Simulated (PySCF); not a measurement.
**Computed properties of Si(H)(F)2(Et) (C2H6F2Si), SMILES CC[SiH](F)F**

Si(H)(F)2(Et) (C2H6F2Si), SMILES [SiH](F)(F)CC. Geometry optimised at r2SCAN-D4/def2-SVP. The values are those of a single conformer. All values are computed for the isolated molecule unless a solvent is named; none is compared with measurement here.

**Structure.** The optimised structure has Cs symmetry. All 27 harmonic modes at r2SCAN-D4/def2-SVP (PySCF) are real, so it is a minimum. With heavy atoms numbered as in [SiH:1]([F:2])([F:3])[CH2:4][CH3:5], the shortest bond between them is C4–C5 at 1.534 Å and the longest Si1–C4 at 1.852 Å.

**Vibrations.** The strongest infrared lines (harmonic, unscaled, degenerate partners summed) lie at 895 cm⁻¹ (240 km/mol, Si 37 %, F 29 %, H 29 %), 2279 cm⁻¹ (159 km/mol, H 97 %), 994 cm⁻¹ (128 km/mol, H 50 %, Si 27 %, F 13 %, C 10 %). The softest mode is at 57 cm⁻¹ and the zero-point energy is 50.2 kcal/mol.

**Electronic structure.** B3LYP/def2-TZVP (PySCF) places the frontier levels at -8.71 and 0.52 eV, a gap of 9.23 eV, and gives a dipole moment of 2.29 D and a mean polarisability of 47.5 bohr³. PBE/def2-TZVP (PySCF) at the same geometry gives -7.50 and -0.05 eV, so its gap is 1.78 eV narrower. An orbital gap is neither the optical nor the fundamental gap.

**Excitations.** TDA-ωB97X/def2-SVPD (PySCF) has S1 at 8.65 eV (143 nm, f = 0.007, weak); the most intense of the 10 singlets computed lies at 10.51 eV (f = 0.17). T1 (TDA) is at 8.27 eV, 0.38 eV under S1. TDA-PBE/def2-SVPD (PySCF) puts S1 at 7.35 eV. No vertical singlet excitation falls in the visible range (under 3.1 eV).

**NMR.** GIAO shifts at PBE0/pcSseg-1 (PySCF) (non-relativistic, atoms alike by connectivity averaged): ¹³C from 7.8 to 12.4 ppm against TMS; ¹H from 1.0 to 5.3 ppm against TMS; ²⁹Si at 1.1 ppm against TMS; ¹⁹F at -167.1 ppm against CFCl3.

**Solvation.** SMD-PBE0/6-31G* (PySCF) gives 0.2 kcal/mol in water, -2.9 kcal/mol in tetrahydrofuran, -3.3 kcal/mol in chloroform (1 M in both phases, gas-phase geometry); of these solvents chloroform holds the molecule best.
